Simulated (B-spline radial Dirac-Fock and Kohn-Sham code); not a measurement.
**Dipole and non-dipole photoemission parameters of Ta⁴⁺ 5s**

System: Ta⁴⁺ in the configuration 1s2 2s2 2p6 3s2 3p6 3d10 4s2 4p6 4d10 4f14 5s2 5p6 5d1; threshold 123.0 eV (orbital energy of the model). Calculated with a B-spline atomic structure program, using Dirac-Hartree-Slater photoionisation with a Latter tail; cross sections with all multipoles, angular parameters from the dipole term and its interference with E2.

Input file task.json (cfg lists n, l and occupation; rrms is the nuclear radius in fm):

```json
{"items": [{
  "Z": 73,
  "q": 4,
  "cfg": [[1, 0, 2], [2, 0, 2], [2, 1, 6], [3, 0, 2], [3, 1, 6], [3, 2, 10], [4, 0, 2], [4, 1, 6], [4, 2, 10], [4, 3, 14], [5, 0, 2], [5, 1, 6], [5, 2, 1]],
  "A": 181,
  "rrms": 5.3507,
  "do": "xps",
  "hv": [53.5, 58.8, 60, 64.8, 93.4, 183.0, 200, 202.0, 268.0, 275.0, 422.0, 600, 621.0, 737.0, 779.0, 978.0, 986.0, 1000, 1290.0, 1486.9, 1680.0, 1930.0, 2630.0, 2910.0, 3440.0, 4000, 4020.0, 6090.0, 12000, 15000]
}]}
```

Command: `python xray2_run.py task.json out`

For linearly polarised light dσ/dΩ = σ/(4π) [1 + β P₂(cos θ) + (δ + γ cos²θ) sin θ cos φ], with θ from the polarisation vector and φ the angle between the beam and the projection of the electron momentum on the plane normal to the polarisation.

```csv
hν (eV),σ (kb),β,γ
183,71.1,1.638,0.139
200,67.0,1.682,0.182
202,66.6,1.686,0.187
268,51.4,1.772,0.297
275,50.0,1.778,0.304
422,?,?,?
600,19.2,1.875,0.435
621,18.3,1.878,0.437
737,14.4,1.890,0.440
779,13.3,1.893,0.439
978,9.60,1.906,0.427
986,9.49,1.907,0.426
1000,9.29,1.907,0.425
1290,6.30,1.918,0.385
1486.9,5.04,1.923,0.352
1680,4.15,1.927,0.319
1930,3.31,1.931,0.276
2630,1.97,1.939,0.160
2910,1.66,1.941,0.118
3440,1.24,1.945,0.050
4000,0.944,1.947,-0.010
4020,0.936,1.947,-0.012
6090,0.434,1.953,-0.136
12000,0.115,1.958,-0.034
15000,0.0731,1.958,0.130
```

Q: Give the values at 422 eV.

A: σ = 30.8 kb, β = 1.845, γ = 0.399. For an s subshell δ is negligible.
